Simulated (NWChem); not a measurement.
System: C₃H₈N, doublet; SMILES CC[N]C

```xyz
12

C      0.1794     1.8840     0.0006
C     -0.4473     0.4927    -0.0006
N      0.5348    -0.5516    -0.0007
C     -0.0411    -1.8603     0.0007
H     -0.5967     2.6754     0.0000
H      0.8187     2.0205     0.8954
H      0.8206     2.0212    -0.8928
H     -1.1341     0.3723     0.8811
H     -1.1324     0.3731    -0.8837
H      0.7418    -2.6454     0.0051
H     -0.7002    -2.0289    -0.8904
H     -0.7081    -2.0253     0.8866
```
Atoms are numbered in this order, from 1.

Results from NWChem. Spin-unrestricted. Coordinates come from a PBE-D3(BJ)/def2-SVP, spin-unrestricted optimisation. No stability test was run on the SCF state. Level TPSS/def2-SVP: energy and gradient; each run changes one setting, and changes count from the defaults (medium grid, exact Coulomb integrals, symmetry on).

Which setting moves the energy most, and by about how much (defaults; tight SCF thresholds and tolerances; Coulomb fitting, Ahlrichs set; extra-fine grid; coarse grid; Becke weights)?

Coulomb fitting, Ahlrichs set, by about 700 μHa.
```tsv
setting	size of the energy change (μHa)	largest change of a gradient component (μHa/bohr)	time, defaults = 1 (rough)
defaults	< 10	< 30	about 1
coarse grid	60	100	about 1
extra-fine grid	< 10	< 30	4
Coulomb fitting, Ahlrichs set	700	100	about 1
tight SCF thresholds and tolerances	< 10	< 30	2
Becke weights	10	40	about 1
```
